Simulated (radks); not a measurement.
N3-, configuration [Ne].

All-electron calculation, scalar-relativistic Kohn-Sham, LDA (Slater exchange, VWN5 correlation), spin-polarised, spherical densities, point nucleus; Watson sphere of charge +3 and radius 3.11 bohr. Program: a radial shooting solver on a logarithmic mesh with Libxc functionals.

Energy parts (eV; the electron-nucleus part includes the sphere):
total: -1705.608
kinetic: 1471.961
electron-nucleus: -3945.337
Hartree: 957.173
exchange-correlation: -189.404

Orbitals (lengths in bohr, moments of r in powers of bohr; r(90%) holds 90 % of the orbital's charge):
| orbital | occ. | eigenvalue (eV) | r(90%) |
|---|---|---|---|
| 1s | 2 | -375.3696 | 0.415 |
| 2s | 2 | -14.6471 | 2.49 |
| 2p | 6 | -4.7077 | 4.03 |

The highest occupied level is 2p at -4.708 eV. Summed over all electrons, <r^2> = 45.40 bohr^2, which gives a Langevin (diamagnetic) susceptibility term of -36 x 10^-6 cm^3/mol. The density falls to 0.001 e/bohr^3 at r = 4.81 bohr.
